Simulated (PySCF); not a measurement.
Order these species by their calculated properties.

Each SMILES stands for a single optimised conformer of the isolated species, non-relativistic unless stated; the electronic structure was computed with PySCF and density fitting.

Dipoles, sizes and rotational constants follow the conformer. The torsions of the flexible species, by atom-mapped SMILES:
- `[CH2:1]=[C:2]([O:3][CH3:4])[C:5](=[O:6])[Cl:7]`: C1–C2–O3–C4 0°, C1–C2–C5–O6 0°
- `[CH3:1][C@H:2]([SiH3:3])[C:4](=[S:5])[CH2:6][F:7]`: C1–C2–C4–S5 23°, C2–C4–C6–F7 1°
- `[CH3:1][CH2:2][Si:3]1([F:4])[CH2:5][S:6][CH2:7]1`: C1–C2–Si3–F4 50°
- `[CH:1]#[C:2][C:3](=[O:4])[O:5][CH2:6][F:7]`: C2–C3–O5–C6 180°, C3–O5–C6–F7 176°
- `[CH3:1][O:2][C@@H:3]([CH3:4])[C:5]([CH3:6])=[S:7]`: C1–O2–C3–C4 166°, O2–C3–C5–C6 -46°
- `[CH3:1][S:2][CH2:3][O:4][CH:5]1[CH2:6][CH2:7]1`: C1–S2–C3–O4 64°, S2–C3–O4–C5 76°, C3–O4–C5–C6 -90°
- `[CH3:1][CH2:2][SiH2:3][C@@H:4]1[S:5][C@@H:6]1[F:7]`: C1–C2–Si3–C4 -177°, C2–Si3–C4–S5 21°
- `[CH3:1][CH2:2][n:3]1[n:4][cH:5][c:6]([SiH3:7])[n:8]1`: C1–C2–N3–N4 91°
- `[CH2:1]=[CH:2][CH2:3][CH2:4][S@@:5]([CH3:6])=[O:7]`: C1–C2–C3–C4 -123°, C2–C3–C4–S5 -67°, C3–C4–S5–C6 -176°
- `[CH3:1][SiH2:2][CH2:3][C@@H:4]1[S:5][C@@H:6]1[F:7]`: C1–Si2–C3–C4 -57°, Si2–C3–C4–S5 164°

The conformers of `O=S1CCCCC1` aren't listed.

Task: Rank by dipole moment, highest first (CAM-B3LYP/def2-SVPD at GFN2-xTB geometries).
A. `[C@H](C)(C(CF)=S)[SiH3]`
B. `CC[Si]1(F)CSC1`
C. `Cl[Si](Cl)(Cl)Cl`
D. `C#CC(=O)OCF`
E. `CO[C@@H](C)C(C)=S`
F. `C=C(OC)C(=O)Cl`

Result: F (4.25 D), B (2.48 D), E (1.72 D), A (1.55 D), D (1.37 D), C (0.00 D).

Task: Give the two extremes of that set in atomic units.

Result: `Cl[Si](Cl)(Cl)Cl`: 0.00 au; `C=C(OC)C(=O)Cl`: 1.67 au.

Task: Rank by static isotropic polarisability, highest first (PBE0/def2-SVPD at GFN2-xTB geometries).
A. `CC[SiH2][C@@H]1S[C@@H]1F`
B. `O=S1CCCCC1`
C. `CCn1ncc([SiH3])n1`
D. `C=CCC[S@@](C)=O`
E. `CSCOC1CC1`
F. `FC1=COCS1`

Result: C (94.7 au), A (93.2 au), D (88.1 au), E (83.8 au), B (81.4 au), F (56.7 au).

Task: Rank by smallest rotational constant, lowest first (GFN2-xTB).
A. `C=C(OC)C(=O)Cl`
B. `Cl[Si](Cl)(Cl)Cl`
C. `C#CC(=O)OCF`
D. `CC[Si]1(F)CSC1`

Result: D (1.022 GHz), A (1.161 GHz), C (1.221 GHz), B (1.336 GHz).

Task: By how much do the two ends of that ranking differ?

Result: By 0.314 GHz, between `Cl[Si](Cl)(Cl)Cl` and `CC[Si]1(F)CSC1`.

Task: Rank by lowest singlet excitation, highest first (TDDFT PBE0/def2-SVPD at GFN2-xTB geometries).
A. `C[SiH2]C[C@@H]1S[C@@H]1F`
B. `CSCOC1CC1`
C. `C1SC(=CO1)F`
D. `O=S1CCCCC1`

Result: D (5.69 eV), B (5.45 eV), A (5.02 eV), C (3.91 eV).

Task: Rank by lowest triplet excitation (Tamm–Dancoff), lowest first (TDA PBE0/def2-SVPD at GFN2-xTB geometries).
A. `C1(F)=COCS1`
B. `C=CCC[S@@](C)=O`
C. `CSCOC1CC1`
D. `CCn1ncc([SiH3])n1`
E. `[SiH2]([C@@H]1S[C@@H]1F)CC`
F. `C[SiH2]C[C@@H]1S[C@@H]1F`

Result: A (3.55 eV), E (4.32 eV), B (4.46 eV), F (4.57 eV), D (4.87 eV), C (5.01 eV).

Task: By how much do the two ends of that ranking differ?

Result: By 1.46 eV, between `CSCOC1CC1` and `FC1=COCS1`.

Task: Rank by HOMO–LUMO gap, highest first (PBE0/def2-SVPD at GFN2-xTB geometries).
A. `F[C@@H]1[C@@H](S1)[SiH2]CC`
B. `FC1=COCS1`
C. `CSCOC1CC1`
D. `C[SiH2]C[C@@H]1S[C@@H]1F`

Result: C (6.94 eV), D (6.73 eV), A (6.52 eV), B (5.50 eV).
